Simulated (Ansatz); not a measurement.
CH2ClI, SMILES `ClCI`, relaxed with RKS PBE0-D4/def2-TZVP in Ansatz 0.2.0 from a PBE-D4/def2-SVP geometry. The force threshold is 0.005 eV/Å; the program also tests the step.

Total charge 0; spin multiplicity 1. I takes the def2 core potential.

Start:

```xyz
5

Cl   -0.313   -1.430   -0.970
C    -0.194    0.045   -0.002
I     1.832    0.552    0.644
H    -0.782   -0.073    0.924
H    -0.542    0.906   -0.597
```

Problem. By how much does the energy fall, and how many steps does the optimiser take? (An estimate is asked.)

Solution. Ansatz gave: 3.34 kJ/mol, in 4 steps.

Problem. Which bonds change most? (Estimate.)

Solution. Ansatz gave: C2–I3 from 2.186 to 2.135 Å; C2–H5 from 1.103 to 1.085 Å; C2–H4 from 1.103 to 1.085 Å; Cl1–C2 from 1.768 to 1.754 Å.

Problem. Give the relaxed structure. (Best estimate.)

Solution. The calculation gave: 
```xyz
5

Cl   -0.299   -1.410   -0.954
C    -0.188    0.054    0.005
I     1.798    0.533    0.627
H    -0.774   -0.070    0.910
H    -0.538    0.893   -0.587
```
